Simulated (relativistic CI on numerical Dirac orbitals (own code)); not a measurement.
# Spin-allowed bands of a d2 ion in an octahedral site, by hand

Problem. Take Δ = 21150 cm⁻¹ and B = 750 cm⁻¹ for a d2 ion in an octahedral site. Calculate the three spin-allowed bands.

Working.
1. The terms of highest spin are 3F (energy 0) and 3P (15B = 11250 cm⁻¹). Here the F term splits into A2 at +1.2Δ = 25380, T2 at +0.2Δ = 4230 and T1 at −0.6Δ = -12690 cm⁻¹.
2. The two T1 states mix through the element 0.4Δ: H = [[-12690, 8460], [8460, 11250]], with roots ½(H₁₁ + H₂₂) ∓ ½√[(H₂₂ − H₁₁)² + 4H₁₂²] = ½(-1440) ∓ ½(29316) = -15378 and 13938 cm⁻¹.
3. The ground term is 3T1 at -15378 cm⁻¹.
4. Bands: 3T2 19608 cm⁻¹ (510 nm), 3T1(P) 29316 cm⁻¹ (341 nm), 3A2 40758 cm⁻¹ (245 nm).

Check. Exact diagonalisation of the whole d2 shell with these parameters gives 3T2 19608, 3T1 29316, 3A2 40758 cm⁻¹. The match is exact, since without spin-orbit coupling no other term has this spin. The ratio of the second band to the first, 1.495, depends on Δ/B = 28.2 alone, which is how a Tanabe-Sugano diagram is read.
